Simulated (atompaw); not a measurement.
## Scattering properties, PAW (atompaw) potential for manganese (Mn)

| Quantity | Value |
| --- | --- |
| Element | manganese (Mn) |
| Generator | atompaw 4.2.0.5 |
| Type | PAW |
| Functional | LDA (PW92) |
| Relativity | scalar-relativistic |
| Frozen core | [Ne] |
| Valence charge | 15 |
| Reference configuration | 3s2 3p6 3d5 4s1 4p0 (charge +1) |
| Partial waves | 3s (bound): rc 1.15 bohr; 4s (bound): rc 1.65 bohr; 3p (bound): rc 1.15 bohr; 4p (bound, empty): rc 1.65 bohr; 3d (bound): rc 1.35 bohr; 3d channel at 4.15 Ry: rc 1.65 bohr |
| Local potential | bessel scheme, radius 1.10 bohr |
| Core correction | smooth core density matched at 0.95 bohr |
| Augmentation charge | sinc compensation charge, radius 1.30 bohr; PAW radius 1.65 bohr; waves and projectors: custom polynom gramschmidtortho |

The phase is arctan(r·u′/u) with u = r·R(r), unwrapped; energies in Ry, scanned from -9 to 5 Ry. A pole is an energy at which the radial function vanishes at the test radius. The pseudo phase is shifted by a multiple of π to meet the all-electron one at the reference energy, and phase errors are pseudo minus all-electron; the curves can meet again beyond the range given. Levels narrower than the energy grid can be missing from the lists of poles.

```csv
channel,radius (bohr),reference energy (Ry),"poles, all-electron","poles, pseudo",unbroken range about the reference energy with phases within 0.05 rad,phase error 1 Ry above the reference energy (rad)
s,1.65,-0.89,-6.48,-6.48,below 1.4,-0.003
p,1.65,-0.54,-4.03,-4.03,the whole range,-0.000
d,1.65,-1.12,-0.11,-0.10,the whole range,+0.002
```

Phases in the s channel:

```tsv
E (Ry)	all-electron	pseudo
-9.00	1.268	1.265
-8.52	1.225	1.222
-8.04	1.142	1.138
-7.56	0.874	0.868
-7.08	-0.850	-0.852
-6.60	-1.522	-1.522
-6.12	-1.655	-1.656
-5.64	-1.715	-1.717
-5.16	-1.754	-1.756
-4.68	-1.784	-1.786
-4.20	-1.812	-1.813
-3.72	-1.838	-1.840
-3.24	-1.866	-1.867
-2.76	-1.897	-1.898
-2.28	-1.932	-1.933
-1.80	-1.974	-1.975
-1.32	-2.027	-2.027
-0.84	-2.095	-2.095
-0.36	-2.187	-2.187
0.12	-2.316	-2.319
0.60	-2.506	-2.516
1.08	-2.785	-2.815
1.56	-3.160	-3.222
2.04	-3.557	-3.643
2.52	-3.875	-3.965
3.00	-4.095	-4.180
3.48	-4.243	-4.323
3.96	-4.347	-4.423
4.44	-4.422	-4.497
4.92	-4.478	-4.554
```
